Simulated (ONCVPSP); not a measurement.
**u(r) = r·R(r): atom against pseudo-atom (Tc)**

Columns: radius, all-electron u(r) and pseudo u(r) of the 4s shell (level -73.32 eV) of technetium in the configuration [Ar] 3d10 4s2 4p6 4d5 5s2; PBEsol, scalar-relativistic, ONCV scheme, ONCVPSP 4.0.1.

```csv
r (bohr),all-electron,pseudo
0.082,0.3582,0.0285
0.165,0.0741,0.0732
0.248,-0.4787,0.1460
0.330,-0.6102,0.2505
0.413,-0.3841,0.3863
0.495,-0.0065,0.5399
0.578,0.3836,0.6999
0.660,0.7018,0.8462
0.742,0.9286,0.9662
0.825,1.0667,1.0507
0.908,1.1270,1.0934
0.990,1.1273,1.0953
1.072,1.0862,1.0629
1.155,1.0171,1.0029
1.238,0.9322,0.9249
1.320,0.8414,0.8383
1.402,0.7498,0.7487
1.485,0.6603,0.6600
1.568,0.5765,0.5763
1.650,0.5006,0.5005
1.733,0.4314,0.4313
1.815,0.3707,0.3706
1.898,0.3166,0.3166
1.980,0.2700,0.2700
2.062,0.2296,0.2296
2.145,0.1943,0.1943
```

Question: How many radial nodes do the two functions have?

Answer: The all-electron 4s function has n − l − 1 = 3 (the table is too coarse to show those close to the nucleus); the pseudo-wave has 0, since the states of the same l below it are removed with the core.

Question: At about which radius was the pseudo-wave matched?

Answer: 1.65 bohr. The columns agree to 0.0005 from 1.49 bohr on; several derivatives are matched, so the curves merge somewhat inside the radius.

Question: Is the pseudo-wave norm-conserving?

Answer: Yes: the ONCV scheme keeps the norm inside the radius equal to the all-electron one, which fixes the energy derivative of the logarithmic derivative at the level.
